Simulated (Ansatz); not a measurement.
System: C3H9F3Si2, charge 0, multiplicity 1. SMILES: C[Si](C)(C)[Si](F)(F)F
Geometry from a B3LYP-D3(BJ)/def2-TZVP (Ansatz, a program for electronic structure) optimisation:
```xyz
17

C     -2.3529     0.8321     0.0821
Si    -1.0501    -0.5144    -0.0315
C     -1.1602    -1.6852     1.4315
C     -1.1838    -1.4478    -1.6545
Si     1.0498     0.5143     0.0315
F      1.2724     1.5359    -1.1736
F      2.2516    -0.5318    -0.0505
F      1.2860     1.3523     1.3684
H     -2.2733     1.5336    -0.7504
H     -2.2593     1.3985     1.0104
H     -3.3532     0.3925     0.0562
H     -2.1301    -2.1891     1.4394
H     -1.0520    -1.1511     2.3772
H     -0.3844    -2.4517     1.3865
H     -1.0887    -0.7753    -2.5089
H     -0.4088    -2.2118    -1.7389
H     -2.1546    -1.9451    -1.7250
```

Wanted: atomisation energy (electronic, to ground-state atoms); the coupled-cluster value holds the core correlation from cc-pwCVTZ, in kcal/mol. Cores are frozen in the correlated levels unless marked. Open shells are spin-unrestricted. Spin-orbit coupling is left out. Non-relativistic. Basis-set limits of correlation are two-point, X^-3; Hartree-Fock from the larger set. [CCSD(T)-MP2]/basis is that difference in the basis named.

Level to compare with: RI-MP2/CBS(aug-cc-pV(T+d)Z,aug-cc-pV(Q+d)Z)+[CCSD(T)-MP2]/aug-cc-pV(T+d)Z plus the core term (Ansatz), 1640.6 kcal/mol. It is a level with limits of its own, and the differences hold the functionals' basis error too.

Task: Rank these functionals by how close they come to RI-MP2/CBS(aug-cc-pV(T+d)Z,aug-cc-pV(Q+d)Z)+[CCSD(T)-MP2]/aug-cc-pV(T+d)Z, closest first: PBE0/def2-TZVPD (Ansatz); wB97X-V/def2-TZVPD (Ansatz); wB97M-V/def2-TZVPD (Ansatz).

Result: wB97X-V/def2-TZVPD (range-separated hybrid with VV10, 1632.4 kcal/mol, difference -8.2), wB97M-V/def2-TZVPD (range-separated hybrid meta-GGA with VV10, 1629.9 kcal/mol, difference -10.7), PBE0/def2-TZVPD (global hybrid, 1615.9 kcal/mol, difference -24.7)
